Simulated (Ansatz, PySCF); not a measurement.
C6H6O, SMILES C1=C[C@H]2C=C[C@@H]1O2. Atoms are numbered in the order given.

```xyz
13

C      0.6662     1.2414     0.5008
C     -0.6662     1.2414     0.5008
C     -1.0497     0.0000    -0.3338
C     -0.6662    -1.2414     0.5008
C      0.6662    -1.2414     0.5008
C      1.0497     0.0000    -0.3338
O      0.0000     0.0000    -1.2882
H      1.3599     1.9063     1.0143
H     -1.3599     1.9063     1.0143
H     -2.0376     0.0000    -0.8103
H     -1.3599    -1.9063     1.0143
H      1.3599    -1.9063     1.0143
H      2.0376     0.0000    -0.8103
```

Coordinates come from a PBE0-D3(BJ)/def2-SVP optimisation. The structure was generated by enumeration; whether it is a known compound was not checked. One conformer was computed; it need not be the lowest.

Two levels are set side by side: PBE-D3(BJ)/def2-SVP (Ansatz, an electronic-structure program) and PBE0-D3(BJ)/def2-SVP (Ansatz). Each level has its own optimised geometry; the coordinates shown are those of the second. Frequencies come from the Hessian of PySCF at each geometry. Differences are taken from unrounded values.

| quantity | PBE0-D3(BJ) | PBE-D3(BJ) | PBE-D3(BJ) minus PBE0-D3(BJ) |
|---|---|---|---|
| mean bond length (Å) | 1.302 | 1.313 | 0.011 |
| bond C1–C2 (Å) | 1.332 | 1.343 | 0.011 |
| bond C1–C6 (Å) | 1.544 | 1.555 | 0.010 |
| bond C2–C3 (Å) | 1.544 | 1.555 | 0.010 |
| bond C3–C4 (Å) | 1.544 | 1.555 | 0.010 |
| bond C3–O7 (Å) | 1.419 | 1.437 | 0.018 |
| bond C4–C5 (Å) | 1.332 | 1.343 | 0.011 |
| bond C5–C6 (Å) | 1.544 | 1.555 | 0.010 |
| bond C6–O7 (Å) | 1.419 | 1.437 | 0.018 |
| bond C1–H8 (Å) | 1.089 | 1.097 | 0.008 |
| bond C2–H9 (Å) | 1.089 | 1.097 | 0.008 |
| bond C3–H10 (Å) | 1.097 | 1.105 | 0.008 |
| bond C4–H11 (Å) | 1.089 | 1.097 | 0.008 |
| bond C5–H12 (Å) | 1.089 | 1.097 | 0.008 |
| bond C6–H13 (Å) | 1.097 | 1.105 | 0.008 |
| highest harmonic wavenumber (cm⁻¹) | 3279 | 3188 | -91 |
| mean harmonic wavenumber (cm⁻¹) | 1396 | 1342 | -54 |
| zero-point energy (kcal/mol) | 65.85 | 63.30 | -2.56 |

Exact exchange shortens and stiffens bonds; PBE has none. Differences between two approximate levels are no errors against the true value.
